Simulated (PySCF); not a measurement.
An unknown shows these calculated signals:

¹H NMR (600 MHz, computed): δ 6.69 (m, 1H), 6.24 (br s, 1H), 6.00 (br s, 1H), 5.53 (m, 1H), 5.36 (m, 1H), 5.35 (m, 1H), 5.23 (m, 1H), 4.90 (m, 2H), 4.62 (m, 2H).

¹³C{¹H} NMR (computed): δ 158.2 (C), 152.4 (C), 146.2 (CH), 141.9 (CH2), 125.7 (CH2), 122.4 (CH2), 78.2 (CH2).

Calculated, not measured (PySCF 2.14.0 with density-fitted response routines): GIAO PBE0/pcSseg-1 shieldings, structure optimised with GFN2-xTB. A single conformation, no solvent model, non-relativistic, fast rotation and ring inversion assumed for equivalent nuclei.

Chemical shifts δ = σref − σ; ¹H and ¹³C against TMS, all at this level.

Problem. Which of these does the molecule contain: a vinyl group CH=CH2, a Si–H bond, a C≡C triple bond, a non-aromatic C=C double bond, a tert-butyl group, an ester?

Solution. 
- A vinyl group CH=CH2: yes (δC 125.7, 146.2; δH 5.53 (m), 5.36 (m), 6.69 (m)).
- A Si–H bond: yes (δH 4.62 (m)).
- A C≡C triple bond: no.
- A non-aromatic C=C double bond: yes.
- A tert-butyl group: no.
- An ester: no.

The data belong to SMILES C=CC(=C)C(=C)[SiH2]CF, C₇H₁₁FSi; they needn't prove each group on their own.

Carbon signals by region: 6 in the sp2 and nitrile region (100–160 ppm), 1 at 50–100 ppm.

Splittings by ¹⁹F in the carbon and heteronuclear signals aren't shown, as no couplings were computed. Shifts are as computed. Against solution values, carbons near 30 ppm lie about +3 ppm off and those near 130 ppm about +5 ppm. Of 1211 compounds with measured shifts, 218 miss one by over three times the rms of a fit or turn the order of signals round; such compounds aren't used in these exercises. Multiplicities follow the n + 1 count of equivalent neighbours, as no J values were calculated; m marks all less simple cases, F and P coupling included.
